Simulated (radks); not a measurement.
Numerical settings for the cadmium ion Cd2+, [Kr] 4d10. Method: Dirac Kohn-Sham, PBE, spin-unpolarised, spherical densities, finite nucleus; Fermi nuclear charge, rms radius 4.6087 fm; computed with a radial shooting solver on a logarithmic mesh with Libxc functionals. The defaults (mesh step 0.008 in ln r, mesh end at 40 bohr or more with all orbitals vanishing there, Anderson mixing 0.5 over 9 steps, residual threshold near 1e-9 with the energy settled to 1e-9 hartree or 1e-11 of itself, here a cap of 98 iterations) give E = -5594.9384 hartree and 4d5/2 at -30.153 eV in 14 iterations. Run on one thread of a shared host, so times are rough (Arm Neoverse N1): 0.14 s of CPU time, 0.14 s wall, 14 iterations on 2198 mesh points. Changes against that run (0 stands for a change within the tolerance of the run):

setting                    iterations         converged  E (mhartree)  e(4d5/2) (meV)  CPU (s)
mesh step in ln r 0.08              2                no      diverged               -     0.01
mesh step in ln r 0.05             14               yes       +0.0577         -0.0119     0.04
mesh step in ln r 0.02             14               yes     +0.000185               0     0.07
mesh end (bohr) 20                 14               yes             0               0     0.14
mesh end (bohr) 2                  13  level above zero     +4.68e+03       +3.12e+04      0.1
residual threshold 0.1              9               yes             0           -2.99     0.11
residual threshold 1e-16           98                no             0               0     0.51
mixing 0.01                        24               yes             0               0     0.22
linear mixing, mixing 0.2          88               yes             0               0     0.61
linear mixing, mixing 0.8          98                no             0          +0.067     0.81
mixing history 2                   19               yes             0               0     0.17
iteration cap 8                     8                no             0           -2.99     0.08

Settled on a wrong energy, with an occupied level pushed above zero by the early mesh end: mesh end (bohr) 2 (+4.68 hartree). Apart from these: no run marked as converged misses the energy by more than 1 mhartree. A mesh that ends early acts as a hard wall.
